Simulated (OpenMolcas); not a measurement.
Au5+ (d6) among equal point charges was computed by CASSCF with the d shell active (OpenMolcas, ANO-RCC-VDZP on the metal). Its lowest spin-free states, and all those of the highest spin:

```
2S+1  Degeneracy  E (cm-1)
   5           2       0.0
   5           3      4305
   3           3     18883
   3           2     21214
   3           3     22705
   3           3     22797
   3           1     24679
   3           3     25731
   3           1     25840
   3           3     26772
   3           2     27587
   3           3     28284
```

Q: Is the site octahedral, tetrahedral or cube-like, axial, or of lower symmetry?

A: The states with 2S+1 = 5 have orbital degeneracies 2, 3. Threefold states need a cubic site. For d6 at this spin an octahedron puts the threefold T2 below the twofold E and a tetrahedron or cube puts the twofold E below the threefold T2, so the site is a tetrahedron or a cube, which this pattern cannot tell apart. The first gap at this spin, 4300 cm-1, is |10Dq| in ligand-field theory. The run had Au5+ among 4 point charges of -2 e arranged as a tetrahedron (Td), 1.79 Å from the ion.

Spin-orbit coupling mixes the spin-free states strongly: the lowest level takes only 58 % from its leading state, 5E. An orbital doublet at a regular site is open to a Jahn-Teller distortion, which this geometry leaves out. Without dynamic correlation the repulsion within the d shell is too large (B by tens of per cent), so at a given field states of lower spin stand too high. Point charges give a weaker field than real ligands, and real ions of this kind are as a rule low spin; the high spin found here belongs to the model. The ground term spreads over less than 5000 cm-1, several times less than with real ligands, so orbital moments are less quenched and χT lies further from the spin-only value than at real sites. Point charges carry no covalency, so the field is a model and not that of real ligands. No measured value stands beside these numbers.
